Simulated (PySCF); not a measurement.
C3H4BrCl.

```xyz
9

C     -1.0944    -2.7007     0.0000
C     -1.1259    -1.2051     0.0000
C     -0.0571    -0.3963     0.0000
Cl     1.5841    -0.9658     0.0000
Br    -0.2245     1.4920     0.0000
H     -1.6188    -3.0955    -0.8866
H     -0.0652    -3.0827     0.0000
H     -1.6188    -3.0955     0.8866
H     -2.1032    -0.7134     0.0000
```

Geometry optimised at TPSSh-D3(BJ)/def2-SVP.

These are KT2/pcSseg-1 (PySCF) values and carry that method's errors. Non-relativistic, no solvent.

Problem. Give the absolute GIAO shielding of each atom: isotropic value and principal components (ppm). (The exact figures need the calculation; the answer reports its results.)

Solution. 
```
atom  σ(iso)    σ11     σ22     σ33    span
----  ------  -----  ------  ------  ------
C1     163.5  147.0   161.7   181.7    34.6
C2      53.5  -41.1    77.4   124.4   165.5
C3      50.6  -12.9    58.9   105.7   118.7
Cl4    609.3  410.7   506.4   910.7   500.0
Br5   1691.8  960.5  1257.7  2857.3  1896.8
H6      29.3   25.0    26.9    36.1    11.1
H7      28.9   24.3    30.8    31.6     7.3
H8      29.3   25.0    26.9    36.1    11.1
H9      25.3   21.5    23.8    30.7     9.2
```
